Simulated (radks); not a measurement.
Valence configurations of Mn (all share [Ar]). Calculated with a radial shooting solver on a logarithmic mesh with Libxc functionals: scalar-relativistic Kohn-Sham, PBE, spin-polarised, spherical densities, finite nucleus; open shells are filled with parallel spins first; Fermi nuclear charge, rms radius 3.7057 fm. Energies are relative to 3d5 4s2; eigenvalues in eV for spin up.

| valence | E (eV) | moment (Bohr magnetons) | e(3d) | e(4p) | e(4s) |
|---|---|---|---|---|---|
| 3d5 4s2 | 0.000 | 5 | -8.146 | - | -5.508 |
| 3d6 4s1 | 1.341 | 5 | -4.433 | - | -4.681 |
| 3d5 4s1 4p1 | 2.229 | 7 | -9.479 | -2.477 | -6.698 |
| 3d5 4s0.5 4p1.5 | 4.358 | 7 | -10.167 | -2.801 | -7.094 |
| 3d7 | 5.002 | 3 | -2.771 | - | - |
| 3d4 4s2 4p1 | 8.935 | 5 | -14.389 | -2.979 | -7.694 |
| 3d4 4s1 4p2 | 11.528 | 7 | -15.447 | -3.722 | -8.668 |
| 3d4 4p3 | 16.527 | 7 | -16.679 | -4.255 | - |
| 3d3 4s2 4p2 | 23.050 | 5 | -21.187 | -4.268 | -9.704 |

NIST lists [Ar] 3d5 4s2 as the ground configuration; this level of theory agrees among the configurations tried. The energies are those of spherical high-spin densities, not of single terms. No valid solution was reached for [Ar] 3d5 4p2.
